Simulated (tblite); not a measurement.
Species: C4H11SSi2 (doublet state).
Atom-mapped SMILES: `[SiH2:1][C@H:2]1[CH2:3][CH2:4][S:5][CH2:6][SiH2:7]1` (hydrogens: H8, H9 on Si1; H10 on C2; H11, H12 on C3; H13, H14 on C4; H15, H16 on C6; H17, H18 on Si7)

The geometry is computed with GFN2-xTB (gas phase). This method treats the open shell by occupation alone, without spin polarisation.

Entries marked ? are missing. Bonds in one row agree within 0.01 Å.

```
    coordinate    value
        Si1–C2        ?
         C2–C3        ?
         C3–C4        ?
         C4–S5  1.820 Å
         S5–C6  1.820 Å
        C6–Si7  1.898 Å
        C2–Si7        ?
Si1–H8, Si1–H9  1.459 Å
        C2–H10  1.097 Å
        C3–H11  1.093 Å
        C3–H12  1.096 Å
        C4–H13  1.090 Å
        C4–H14  1.092 Å
        C6–H15  1.086 Å
        C6–H16  1.089 Å
       Si7–H17  1.465 Å
       Si7–H18  1.466 Å
     Si1–C2–C3        ?
    Si1–C2–Si7   111.3°
     C3–C2–Si7   111.2°
      C2–C3–C4   113.3°
      C3–C4–S5        ?
      C4–S5–C6        ?
     S5–C6–Si7   107.9°
     C2–Si7–C6   107.3°
```

Task: Estimate the withheld lengths and angles.

Result: 
- Si1–C2 = 1.904 Å, drawn single (ends: silicon bonded to C and 2 H; carbon bonded to C, 2 Si and H); 0.03 Å above the sum of covalent radii, 1.87 Å.
- C2–C3 = 1.531 Å, drawn single (ends: carbon bonded to C, 2 Si and H; carbon bonded to 2 C and 2 H); 0.01 Å above the sum of covalent radii, 1.52 Å.
- C3–C4 = 1.523 Å, drawn single (ends: carbon bonded to 2 C and 2 H; carbon bonded to C, S and 2 H); equal to the sum of covalent radii, 1.52 Å.
- C2–Si7 = 1.908 Å, drawn single (ends: carbon bonded to C, 2 Si and H; silicon bonded to 2 C and 2 H); 0.04 Å above the sum of covalent radii, 1.87 Å.
- Si1–C2–C3 = 111.2°, at the carbon bonded to C, 2 Si and H; the outer atoms are 2.841 Å apart.
- C3–C4–S5 = 113.8°, at the carbon bonded to C, S and 2 H, inside a 6-membered ring; the outer atoms are 2.806 Å apart.
- C4–S5–C6 = 99.4°, at the sulfur bonded to 2 C, inside a 6-membered ring; the outer atoms are 2.776 Å apart.

Radii are Cordero's, carbon taken as 0.76, 0.73 or 0.69 Å for four, three, and two or fewer neighbours.

Its GFN2-xTB frequencies are all real (lowest 73 cm⁻¹). Torsions: H–Si1–C2–C3 175° and -57°, Si1–C2–C3–C4 -177°, C2–C3–C4–S5 -74°, C3–C4–S5–C6 72°, C4–S5–C6–Si7 -59°. 2 starts were optimised and ended at 0.00 and 0.46 kcal/mol (GFN2-xTB); the lowest of these is shown.

One conformer stands for the species.
